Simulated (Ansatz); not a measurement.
HAl, singlet, geometry from GFN2-xTB (such geometries of metal compounds can be far from the true shape); MP2/cc-pVTZ (Ansatz, a quantum-chemistry and plane-wave program).

Input for Ansatz:
Ansatz 0.2 input:
```yaml
crystal:
  periodic: [false, false, false]
  atoms:
    - {symbol: Al, position_ang: [-0.00000000, -0.00000000, -0.11521965]}
    - {symbol: H, position_ang: [0.00000000, 0.00000000, 1.49785545]}
basis:
  gaussian:
    orbitals: cc-pVTZ
magnetization: {spin_polarized: false}
correlation: {method: mp2}
```

What the program printed (banner, timings and long lists left out):

```
Functional definition: HF
292 factors; integrals over basis functions are off by at most 1.8e-3 eV
mean field evaluation 1: about -6597.4158 eV, gradient 6.6e0 eV
mean field evaluation 2: about -6597.4179 eV, gradient 6.6e0 eV
mean field evaluation 4: about -6597.7124 eV, gradient 4.1e-1 eV
mean field evaluation 8: about -6597.7136 eV, gradient 6.1e-4 eV
mean field -6597.71361555 eV, -242.4615032806 hartree, gradient 8.7e-6 eV, S^2 0.000000; 0 other end points of the search recorded, 0 dependent functions left out; unrestricted orbitals would lower it
5 core orbitals not correlated
reference -6597.71361555 eV, -242.4615032806 hartree; 2, 2 occupied and 41, 41 virtual orbitals, 292 factors
second order -1.68921146 eV of doubles, -0.00000000 eV of singles
Total energy: -6599.40282701 eV, -242.5235806567 hartree
```
